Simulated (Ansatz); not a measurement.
The same molecule with X = B, Al, Ga, In. Ansatz, PBE0-D4/def2-TZVP geometries, multiplicity 1. Each molecule was computed in one conformer, which needn't be the lowest.

Elements past krypton have def2 core potentials. Scalar relativity is left out up to krypton.

```
 X              molecule  mean X–O bond length / Å  HOMO energy (PBE0/def2-TZVPP) / eV  size of the dipole moment (B3LYP/def2-TZVPP) / D  HOMO energy (PBE/def2-TZVPP) / eV
 B              `OB(O)O`                     1.366                               -9.33                                              0.00                              -7.56
Ga  `[OH][Ga]([OH])[OH]`                     1.774                               -8.96                                              0.00                              -7.22
In  `[OH][In]([OH])[OH]`                     1.973                               -8.68                                              0.00                              -6.97
```

(1) Give the row for X = Al, `[OH][Al]([OH])[OH]`. (Estimate.)

Answers

(1) Computed: 
```
 X              molecule  mean X–O bond length / Å  HOMO energy (PBE0/def2-TZVPP) / eV  size of the dipole moment (B3LYP/def2-TZVPP) / D  HOMO energy (PBE/def2-TZVPP) / eV
Al  `[OH][Al]([OH])[OH]`                     1.689                               -9.03                                              0.00                              -7.30
```

From B to In the mean X–O bond length rises at each step, by 0.607 Å in all; the HOMO energy (PBE0/def2-TZVPP) rises at each step, by 0.65 eV in all; the HOMO energy (PBE/def2-TZVPP) rises at each step, by 0.59 eV in all. Bonds lengthen as the atom grows down the group. Dipoles are sizes alone, and their direction can turn along the series.

B3LYP here is the variant with VWN-RPA as its local correlation; programs differ in this.
